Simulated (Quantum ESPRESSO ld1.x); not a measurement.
Results of a calculation; reference values are marked as such.
Task: The mean radii <r> (bohr) of the occupied orbitals of an atom or ion are listed with their occupations. Level of theory: scalar-relativistic Kohn-Sham, LDA (Slater exchange, Perdew-Zunger correlation), spin-polarised, spherical densities, point nucleus (ld1.x of Quantum ESPRESSO 7.5).

orbital  occ.      <r>
1s up       1  0.01632
1s down     1  0.01632
2s up       1  0.06877
2s down     1  0.06877
2p up       3  0.06236
2p down     3  0.06236
3s up       1   0.1776
3s down     1   0.1776
3p up       3   0.1793
3p down     3   0.1793
3d up       5   0.1624
3d down     5   0.1624
4s up       1   0.3914
4s down     1   0.3914
4p up       3   0.4171
4p down     3   0.4171
4d up       5   0.4384
4d down     5   0.4383
5s up       1   0.8415
5s down     1   0.8405
4f up       7   0.4605
4f down     7   0.4601
5p up       3   0.9323
5p down     3   0.9314
5d up       1    1.081

Name the element and its charge. Open shells, if any, are filled with parallel spins first.

Result: Z = 81, thallium, charge +12: Tl12+ in [Xe] 4f14 5d1. The 1s radius gives Z: for a bare nucleus <r> = (2 gamma + 1)/(2Z) with gamma = sqrt(1 - (Z/c)^2), 0.01613 bohr for Z = 81, and screening makes it slightly larger (0.01632 here). The occupations add up to 69, and the charge is Z minus that.
